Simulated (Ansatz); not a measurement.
CH$_{9}$AlNPSi (`C[SiH2]N[PH][AlH2]`). Charge 0, multiplicity 1. The structure was optimised at the PBE0-D4/def2-TZVP level. It is one conformer, not always the lowest.

```xyz
14

C     1.660   -0.327   -1.647
Si    0.629   -1.472   -0.601
N    -0.299   -0.600    0.578
P    -1.439    0.593    0.130
Al   -1.481    2.170    1.828
H     2.216   -0.892   -2.400
H     2.373    0.228   -1.034
H     1.022    0.392   -2.169
H     1.484   -2.406    0.184
H    -0.254   -2.273   -1.496
H    -0.242   -0.894    1.539
H    -2.709   -0.001    0.399
H    -0.239    2.321    2.806
H    -2.720    3.162    1.883
```

**Question.** What is the dipole moment at B3LYP/def2-TZVPP? (Best estimate.)

**Answer.** Ansatz gave: 0.96 D, with components (0.34, -0.17, 0.88) D in this frame, pointing from negative to positive charge.

**Question.** And with PBE, r2SCAN, ωB97M-V? (An estimate is asked.)

**Answer.** Computed: PBE 0.92 D, r2SCAN 0.98 D, ωB97M-V 1.03 D.

**Question.** Give the Mulliken charges with B3LYP, PBE, r2SCAN in def2-TZVPP. (Estimate.)

**Answer.** The calculation gave: 
```csv
atom,B3LYP,PBE,r2SCAN
C1,-0.38,-0.36,-0.30
Si2,0.42,0.33,0.43
N3,-0.35,-0.28,-0.38
P4,-0.05,-0.09,-0.08
Al5,0.38,0.31,0.44
H6,0.10,0.10,0.07
H7,0.10,0.10,0.07
H8,0.11,0.11,0.09
H9,-0.09,-0.08,-0.09
H10,-0.09,-0.08,-0.09
H11,0.13,0.14,0.15
H12,0.01,0.03,0.01
H13,-0.14,-0.12,-0.16
H14,-0.14,-0.11,-0.16
```

B3LYP here is the variant with VWN-RPA as its local correlation; programs differ in this.
